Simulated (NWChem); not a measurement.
System: SnHOF3; SMILES [F][Sn]([F])([F])[OH]

```xyz
6

O      1.3801     1.3837     0.0514
Sn     0.0149    -0.0004     0.0005
F     -1.7223     0.7998    -0.0648
F      0.2093    -1.1398    -1.5172
F      0.0943    -1.1394     1.5290
H      0.9811     2.2649     0.0396
```
Atoms are numbered in this order, from 1.

Program: NWChem. Geometry: optimised at PBE0/def2-SVP. Not confirmed as a minimum by frequencies. def2 effective core potentials on Sn; no spin-orbit coupling. B3LYP is NWChem's, with the RPA form of VWN correlation. Ions are spin-unrestricted doublets at the neutral geometry; other ion states weren't tried.

For level B3LYP/def2-SVP:

```
Quantity                               Value
-------------------------------------  -----
vertical ionisation energy, ΔSCF (eV)  12.85
−ε(HOMO) (eV)                           9.83
```

**Question.** Estimate the same quantities for level PBE/def2-SVP.

**Answer.** The vertical ionisation energy, ΔSCF (eV) comes out as 12.16. The −ε(HOMO) (eV) comes out as 8.22.
